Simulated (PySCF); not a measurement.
## Bond curve of BeB

Set-up: PySCF, no relativity, basis sets Be aug-cc-pVDZ, B aug-cc-pVDZ. Energies in eV from Be + B in their ground configurations at the same level. State: ²Π (doublet), unpaired electrons π ↑.

All columns are LDA. A positive dipole means Be(−)B(+).

```json
{"R (Å)": "1.643", "E (eV)": "-1.133", "μ (D)": "-1.03", "Mulliken charge on Be (basis-dependent)": "-0.22", "HOMO (eV)": "-4.92", "LUMO (eV)": "-4.98", "Mayer bond order": "1.56", "⟨S²⟩": "1.24"}
{"R (Å)": "1.720", "E (eV)": "-1.395", "μ (D)": "-1.15", "Mulliken charge on Be (basis-dependent)": "-0.16", "HOMO (eV)": "-4.92", "LUMO (eV)": "-4.82", "Mayer bond order": "1.53", "⟨S²⟩": "1.18"}
{"R (Å)": "1.796", "E (eV)": "-1.547", "μ (D)": "-1.25", "Mulliken charge on Be (basis-dependent)": "-0.11", "HOMO (eV)": "-4.79", "LUMO (eV)": "-4.69", "Mayer bond order": "1.48", "⟨S²⟩": "1.13"}
{"R (Å)": "1.854", "E (eV)": "-1.606", "μ (D)": "-1.32", "Mulliken charge on Be (basis-dependent)": "-0.07", "HOMO (eV)": "-4.70", "LUMO (eV)": "-4.60", "Mayer bond order": "1.45", "⟨S²⟩": "1.08"}
{"R (Å)": "1.911", "E (eV)": "-1.628", "μ (D)": "-1.38", "Mulliken charge on Be (basis-dependent)": "-0.04", "HOMO (eV)": "-4.62", "LUMO (eV)": "-4.51", "Mayer bond order": "1.41", "⟨S²⟩": "1.04"}
{"R (Å)": "1.968", "E (eV)": "-1.623", "μ (D)": "-1.43", "Mulliken charge on Be (basis-dependent)": "0.00", "HOMO (eV)": "-4.55", "LUMO (eV)": "-4.44", "Mayer bond order": "1.36", "⟨S²⟩": "1.00"}
{"R (Å)": "2.045", "E (eV)": "-1.583", "μ (D)": "-1.48", "Mulliken charge on Be (basis-dependent)": "0.04", "HOMO (eV)": "-4.46", "LUMO (eV)": "-4.34", "Mayer bond order": "1.29", "⟨S²⟩": "0.95"}
{"R (Å)": "2.140", "E (eV)": "-1.498", "μ (D)": "-1.51", "Mulliken charge on Be (basis-dependent)": "0.08", "HOMO (eV)": "-4.36", "LUMO (eV)": "-4.24", "Mayer bond order": "1.21", "⟨S²⟩": "0.90"}
{"R (Å)": "2.255", "E (eV)": "-1.364", "μ (D)": "-1.52", "Mulliken charge on Be (basis-dependent)": "0.11", "HOMO (eV)": "-4.26", "LUMO (eV)": "-4.14", "Mayer bond order": "1.10", "⟨S²⟩": "0.85"}
{"R (Å)": "2.408", "E (eV)": "-1.166", "μ (D)": "-1.50", "Mulliken charge on Be (basis-dependent)": "0.14", "HOMO (eV)": "-4.16", "LUMO (eV)": "-4.03", "Mayer bond order": "0.95", "⟨S²⟩": "0.81"}
```

A fit through these points gives, at Re = 1.927 Å, μ = -1.39 D and dμ/dR = -0.872 D/Å; the reduced mass is 4.956 u.

How strong is the fundamental in the double-harmonic approximation, I = 42.26·(dμ/dR)²/μred km/mol?

I = 42.26·(-0.872)²/4.956 = 6.48 km/mol at LDA.

⟨S²⟩ is raised (BeB 1.03), so spin contamination touches these numbers. The state is the lowest determinant that a PBE0 search found; another state may lie lower at other levels.

At some distances an empty level lies below a filled one, because the occupation is held.
